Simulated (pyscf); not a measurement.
## `[NH2][N][SiH3]`, doublet

Gas-phase minimum from PySCF at ωB97X-D3(BJ)/def2-SVP, one conformer. H₂N–N•–SiH₃ lies 47.6 kcal/mol over its isomer H₂N–SiH•–NH₂ (electronic energy, ωB97M-D3(BJ)). 

```
N
N 1 1.3211
H 2 1.0165 1 116.79
H 2 1.0225 3 115.72 1 -154.73
Si 1 1.7495 2 118.59 3 -174.05
H 5 1.4871 1 108.61 2 150.06
H 5 1.4952 6 108.80 1 -121.54
H 5 1.5048 6 109.65 7 -117.48
```
Charge 0, spin multiplicity 2.

Properties at ωB97X-D3(BJ)/def2-SVP:

```
Item                                                                                                                                                                                                                   Value
---------------------------------------------------------------------------------------------------------------------  -----------------------------------------------------------------------------------------------------
Harmonic wavenumbers, unscaled                                                                                         102, 260, 383, 470, 685, 716, 747, 949, 967, 981, 1256, 1457, 1662, 2184, 2233, 2282, 3483, 3641 cm⁻¹
Zero-point energy                                                                                                                                                                                              35.0 kcal/mol
Rotational symmetry number                                                                                                                                                                                                 1
Entropy of this conformer at 298 K and 1 atm, rigid rotor and harmonic oscillator, modes under 100 cm⁻¹ raised to 100                                                                                        296.7 J/(mol K)
Dipole moment                                                                                                                                                                                                         2.46 D
Spin expectation value S2                                                                                                                                                                                              0.753
```

Single-point totals, which compare only within one level (frozen core for MP2 and CC):

| level | total energy (hartree) |
|---|---|
| ωB97X-D3(BJ)/def2-TZVP | -402.05513 |
| PBE/def2-TZVP | -401.70838 |
| r²SCAN/def2-TZVP | -401.90402 |
| B3LYP-D3(BJ)/def2-TZVP | -402.02971 |
| PBE0-D3(BJ)/def2-TZVP | -401.74509 |
| M06-2X/def2-TZVP | -401.91516 |
| ωB97M-D3(BJ)/def2-TZVP | -402.05985 |
| UHF/def2-TZVPP | -400.74610 |
| MP2/def2-TZVPP | -401.26818 |
| CCSD/def2-TZVPP | -401.30687 |
| CCSD(T)/def2-TZVPP | -401.32814 |

Soft torsions are taken as harmonic, which can shift the entropy by several J/(mol K). The CCSD(T) − MP2 part came from Ansatz, without density fitting, on the same reference.
